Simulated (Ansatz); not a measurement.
C₂H₅BFN, SMILES `B/C=C(/N)F` at its PBE0-D4/def2-TZVP geometry, where that method's forces vanish. The species carries charge 0 and has multiplicity 1.

```xyz
10

B    -0.8493    1.4341    0.9395
C    -0.6641    0.2087    0.0962
C     0.5468   -0.3421   -0.1697
N     0.8160   -1.4438   -0.8880
F     1.6692    0.1806    0.3025
H     0.0891    1.9938    1.4287
H    -1.9499    1.8681    1.1310
H    -1.5019   -0.3157   -0.3564
H     0.0760   -1.9056   -1.3820
H     1.7681   -1.6783   -1.1019
```

(1) What forces (eV/Å) does ωB97M-V/def2-TZVPP give on these atoms in the Gaussian-basis code of Ansatz? (Best estimate.)

## Answers

(1) Computed: 
```
B1   0.008  0.125  0.086
C2  -0.063 -0.066 -0.055
C3  -0.290  0.088  0.036
N4   0.051 -0.196 -0.133
F5   0.208  0.105  0.091
H6  -0.110 -0.066 -0.057
H7   0.134 -0.050 -0.020
H8   0.072  0.026  0.026
H9   0.026  0.020  0.017
H10 -0.035  0.014  0.010
```
